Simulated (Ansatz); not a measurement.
The same ligand exchange along the group B, Al, In.

Isolated molecules relaxed with PBE0-D4/def2-TZVP in Ansatz; ΔE leaves out vibrations. CBS: MP2 limit from def2 TZ/QZ plus the TZ coupled-cluster correction, frozen cores. This one scheme is used for every species. Functionals use def2-TZVPP. def2 core potentials past Kr. For Br, In outer-core shells are correlated without core-valence functions, which leaves a few kJ/mol of doubt a bond. Scalar relativity is left out up to krypton. One conformer a species, not always the lowest.

| reaction | CCSD(T)/CBS(def2) (kJ/mol) |
| --- | --- |
| `CB(N)Br` + HCl → `CB(N)Cl` + HBr | -4 |
| `[CH3][Al]([NH2])[Br]` + HCl → `[CH3][Al]([NH2])[Cl]` + HBr | ? |
| `[CH3][In]([NH2])[Br]` + HCl → `[CH3][In]([NH2])[Cl]` + HBr | 20 |

Q: Fill in the missing values. (An estimate is asked.)

A: Computed: `[CH3][Al]([NH2])[Br]` + HCl → `[CH3][Al]([NH2])[Cl]` + HBr: +1.2 kJ/mol.

Largest T1 diagnostic: 0.013, for `[CH3][In]([NH2])[Cl]`.
